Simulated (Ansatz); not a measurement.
The same path of a periodic cell of 63 atoms, Si62B (host Si, host structure diamond, dopant B, one Si atom removed), cell charge +2 was run twice with different band settings. Lost on the way: Si1–B30, Si15–B30, Si29–B30. Made: Si12–B30, B30–Si34, B30–Si35.

These are results of Ansatz, DFT PBE, scalar-relativistic, plane waves, PAW, not measurements. Settings: PAW set soft_1, cutoff 420 eV, k mesh 1x1x1, gaussian smearing 0.02 eV, spin collinear.

Relaxed end points:

```xyz
63
Lattice="10.8600 0.0000 0.0000 0.0000 10.8600 0.0000 0.0000 0.0000 10.8600" Properties=species:S:1:pos:R:3
Si 5.291 -0.110 0.098
Si 6.725 1.310 1.343
Si 8.126 2.682 0.017
Si 9.509 4.063 1.339
Si 8.110 -0.049 2.696
Si 9.494 1.327 4.071
Si -0.003 0.002 -0.015
Si 1.370 1.341 1.336
Si 2.710 2.712 -0.013
Si 4.069 4.067 1.346
Si 5.418 5.459 0.033
Si 6.806 6.766 1.404
Si 8.115 8.151 0.033
Si 9.505 9.504 1.345
Si 2.821 -0.110 2.567
Si 4.066 1.310 4.002
Si 5.441 2.703 2.718
Si 6.800 4.045 4.076
Si 8.160 5.413 2.743
Si 9.527 6.775 4.076
Si 5.418 -0.048 5.388
Si 6.794 1.326 6.771
Si 8.159 2.681 5.437
Si 9.504 4.065 6.781
Si 8.127 -0.028 8.168
Si 9.487 1.360 9.491
Si 0.030 5.443 0.016
Si 1.402 6.846 1.341
Si 2.819 8.282 0.097
B 3.771 9.800 1.048
Si 0.012 2.698 2.708
Si 1.383 4.077 4.071
Si 2.759 5.461 2.697
Si 4.135 6.773 4.078
Si 6.797 9.434 4.076
Si 0.031 -0.027 5.404
Si 1.354 1.361 6.764
Si 2.740 2.683 5.403
Si 4.063 4.064 6.785
Si 5.466 5.414 5.435
Si 6.799 6.774 6.805
Si 8.158 8.109 5.436
Si 9.509 9.511 6.786
Si 2.708 0.003 8.135
Si 4.059 1.341 9.507
Si 5.431 2.697 8.148
Si 6.794 4.076 9.519
Si 8.159 5.410 8.164
Si 9.496 6.775 9.518
Si 0.010 8.131 2.717
Si 1.402 9.507 4.003
Si 0.027 5.411 5.436
Si 1.382 6.775 6.772
Si 2.757 8.150 5.391
Si 4.067 9.504 6.783
Si 0.004 2.707 8.142
Si 1.354 4.083 9.490
Si 2.740 5.444 8.166
Si 4.065 6.847 9.539
Si 5.440 8.131 8.147
Si 6.726 9.506 9.539
Si 0.012 8.139 8.148
Si 1.368 9.512 9.505
```

```xyz
63
Lattice="10.8600 0.0000 0.0000 0.0000 10.8600 0.0000 0.0000 0.0000 10.8600" Properties=species:S:1:pos:R:3
Si 5.376 0.014 -0.014
Si 6.746 1.323 1.371
Si 8.121 2.705 -0.004
Si 9.493 4.082 1.358
Si 8.102 -0.065 2.725
Si 9.476 1.338 4.049
Si -0.023 0.008 -0.008
Si 1.347 1.368 1.324
Si 2.707 2.738 -0.008
Si 4.065 4.081 1.350
Si 5.440 5.473 0.065
Si 6.684 6.891 1.499
Si 8.102 8.135 0.065
Si 9.494 9.510 1.350
Si 2.701 0.014 2.661
Si 4.086 1.323 4.031
Si 5.437 2.716 2.722
Si 6.795 4.070 4.080
Si 8.135 5.440 2.729
Si 9.505 6.780 4.080
Si 5.440 -0.065 5.387
Si 6.764 1.338 6.761
Si 8.151 2.697 5.436
Si 9.499 4.076 6.784
Si 8.121 0.004 8.155
Si 9.476 1.370 9.490
Si 0.010 5.454 -0.004
Si 1.392 6.829 1.371
Si 2.701 8.199 -0.014
B 5.734 7.841 3.019
Si -0.003 2.718 2.726
Si 1.377 4.099 4.049
Si 2.780 5.473 2.725
Si 4.214 6.891 3.969
Si 6.684 9.361 3.969
Si 0.010 0.004 5.406
Si 1.345 1.370 6.761
Si 2.711 2.705 5.406
Si 4.073 4.082 6.778
Si 5.444 5.440 5.420
Si 6.795 6.780 6.790
Si 8.135 8.131 5.420
Si 9.493 9.502 6.778
Si 2.707 0.008 8.122
Si 4.039 1.368 9.492
Si 5.441 2.718 8.142
Si 6.764 4.099 9.522
Si 8.151 5.424 8.163
Si 9.476 6.811 9.522
Si -0.001 8.138 2.722
Si 1.392 9.489 4.031
Si 0.018 5.424 5.436
Si 1.377 6.811 6.761
Si 2.780 8.135 5.387
Si 4.065 9.510 6.779
Si -0.001 2.716 8.144
Si 1.345 4.099 9.490
Si 2.711 5.454 8.155
Si 4.086 6.829 9.537
Si 5.437 8.138 8.144
Si 6.746 9.489 9.537
Si -0.003 8.134 8.142
Si 1.347 9.536 9.492
```

Common settings: climbing image yes; spring 5.0 eV/Å²; optimiser quadratic models (default); force threshold 0.05 eV/Å; end points relaxed.

| run | movable images | start path | iteration limit |
| --- | --- | --- | --- |
| 1 | 5 | IDPP | 40 |
| 2 | 3 | default | 50 |

(1) What does each run give, and how far can it be trusted?

Results:

(1) Run 1: converged after 15 iterations, highest image 2.432 eV above the first end. By the program's own check the climbing image is a first-order saddle point (lowest curvatures found: -2.73 and 1.19 eV/Å²).
Run 2: converged after 4 iterations, highest image 2.796 eV above the first end. Neighbouring images differ by up to 1.8 eV, so the band resolves the path poorly. The order of the stationary point at the top wasn't checked. One k-point is too few for this cell, so energies aren't converged.
Limits of this set-up: coarse k mesh, charged cell in a uniform background, uncorrected.
